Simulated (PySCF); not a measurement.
Ga(I)2(OH) (GaHI2O), SMILES [I][Ga]([I])[OH].

Coordinates come from a B3LYP-D3(BJ)/def2-SVP optimisation. The def2 effective core potentials stand for the cores of I; spin–orbit coupling is left out. One conformer was computed; it need not be the lowest.

The numbers are results of B3LYP-D3(BJ)/def2-SVP (PySCF), not measurements.

Frequencies are harmonic and unscaled.

Computed vibrational spectrum:
| mode | ν (cm⁻¹) | IR (km/mol) | moving atoms (share of kinetic energy) |
|---|---|---|---|
| 1 | 65 | 0.7 | I 69 %, Ga 25 % |
| 2 | 125 | 4.6 | Ga 57 %, O 34 % |
| 3 | 144 | 13.4 | O 76 %, I 12 %, H 11 % |
| 4 | 201 | 4.3 | I 56 %, Ga 35 %, O 9 % |
| 5 | 288 | 70.2 | Ga 74 %, I 25 % |
| 6 | 341 | 108.7 | H 92 %, O 8 % |
| 7 | 708 | 105.4 | O 80 %, Ga 19 % |
| 8 | 810 | 113.1 | H 91 % |
| 9 | 3829 | 89.2 | H 94 % |
